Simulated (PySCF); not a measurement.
C₄H₉PSi₂.
Numbering: `[CH:1]#[C:2][C:3]1([CH3:4])[SiH2:5][PH:6][SiH2:7]1`

Cartesian coordinates in Å at the GFN2-xTB level; atoms count from 1:
```
atom  x, y, z in Å
C1    -1.251    2.459    0.187
C2    -0.845    1.336    0.074
C3    -0.339   -0.001   -0.061
C4    -1.478   -0.954   -0.428
Si5    1.156   -0.101   -1.303
P6     2.498   -1.005    0.277
Si7    0.650   -0.583    1.511
H8    -1.618    3.437    0.285
H9    -2.245   -0.950    0.345
H10   -1.104   -1.971   -0.535
H11   -1.939   -0.656   -1.369
H12    0.906   -1.041   -2.396
H13    1.564    1.210   -1.805
H14    3.149    0.170    0.597
H15    0.102   -1.809    2.092
H16    0.788    0.469    2.517
```

Definitions: NICS(0) = −σiso at the ring centroid; NICS(1) = −σiso and NICS(1)zz = −σzz at ±1 Å along the ring normal z. Level: GIAO PBE0/pcSseg-1 (PySCF, non-relativistic, gas phase) on the GFN2-xTB geometry, one conformer.

Ring bond lengths (Å), with Mayer bond orders in brackets: C3–Si5 1.947 (0.81), Si5–P6 2.262 (0.95), P6–Si7 2.262 (0.95), Si7–C3 1.947 (0.81).

Give the NICS values of each ring in ppm.

```tsv
ring	type	NICS(0)	NICS(1), two faces	NICS(1)zz, two faces	rms pucker (Å)	centre to ring atoms, mean (Å)
C3–Si5–P6–Si7	4-membered ring with P and 2 Si; formal bonds all single	-0.5	-0.9 / -1.3	8.1 / 5.1	0.05	1.49
```

What do they say, and how far can they be read as aromaticity?

- C3–Si5–P6–Si7: mean NICS(1)zz 6.6 ppm, deshielded. C3, Si5, Si7 have four or more neighbours, so the value isn't read as a sign of a π ring current. The two faces differ by 3.0 ppm, so no symmetry operation interchanges them.

At the first NICS(1) probe listed for ring C3–Si5–P6–Si7, 1 Å off the ring, what do the in-plane components average?

The isotropic value is a third of the trace: (3 × -0.9 − (8.1))/2 = -5.4 ppm.

What are the shieldings of the ring atoms and their hydrogens in the same run (means over atoms taken as equivalent)?

| atoms | environment | σ isotropic (ppm) | principal values of the symmetric part, first atom (ppm) |
| --- | --- | --- | --- |
| C3 | sp3 carbon bound to silicon | 168.5 | 145.6, 173.8, 186.2 |
| Si5 (×2) | SiH2 silicon | 371.3 | 320.3, 373.4, 420.0 |
| P6 | three-coordinate phosphorus | 650.4 | 547.0, 690.8, 713.3 |
| H12 (×2) | Si–H hydrogen | 26.96 | 23.8, 25.2, 31.8 |
| H13 (×2) | Si–H hydrogen | 26.55 | 23.9, 24.9, 30.9 |
| H14 | P–H hydrogen | 29.88 | 25.9, 26.3, 37.5 |
